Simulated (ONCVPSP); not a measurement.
## Al (Z = 13), ONCV: configuration errors across variants

ONCVPSP 4.0.1 input, shortened (lines: element, Z, core and valence counts, functional; n l f; lmax; l rc ep ncon nbas qcut; lloc lpopt rc5 dvloc0; l nproj debl; icmod fcfact rcfact), PBEsol, scalar-relativistic:

```
  Al 13.00    3    2  -116133      upf
    1    0    2.00
    2    0    2.00
    2    1    6.00
    3    0    1.50
    3    1    1.50
    1
    0    1.80    0.00    4    7    3.80
    1    2.05    0.00    3    7    4.30
    4    5    1.40    0.00
    0    2    2.50
    1    3    2.00
    1    0.55    0.00
```

All-electron excitation energies from the reference (eV): (1) 3s2 3p1 -2.537; (2) 3s2 3p0 3.199; (3) 3s1 3p0 22.370; (4) 3s1 3p1 8.991.

A true bound ghost makes a file unfit for plane-wave use even where its test errors are small: the radial tests pick states by their node count and pass the ghost by.

Errors AE − PS in meV (a dash: test not solved or not reliable):

| change | (1) | (2) | (3) | (4) | bound ghosts | GHOST(+) flags above zero |
| --- | --- | --- | --- | --- | --- | --- |
| base | -0.4 | -0.5 | +10 | +0.9 | none | s |
| local potential polynomial inside 1.40 bohr (lpopt 5, dvloc0 1 Ha) | -0.4 | -0.5 | +10.0 | +0.9 | none | s |
| local potential polynomial inside 1.65 bohr (lpopt 5, dvloc0 0 Ha) | -0.4 | -0.5 | +10.0 | +0.9 | none | none |
| p: nbas 8 | -0.4 | -0.5 | +10 | +0.9 | none | s |
| all radii but the core radius scaled by about 1.10 (s 1.98, p 2.26 bohr); local potential polynomial inside 1.54 bohr (lpopt 5, dvloc0 0 Ha) | -0.3 | -0.5 | +9.9 | +1.0 | none | s |
| p: debl 0.5 | -0.4 | -0.6 | +10 | +0.9 | p | s |
| s: qcut 4.8 | -0.3 | -0.5 | +10 | +1.0 | none | s |
| s: qcut 4.2; p: qcut 4.8 | -0.4 | -0.6 | +10 | +0.9 | none | s |

**Question.** Give the same row for: s: qcut 2.2.

**Answer.** -0.7, -1.1, +9.9, +0.6; bound ghosts: none; GHOST(+) flags above zero: s.
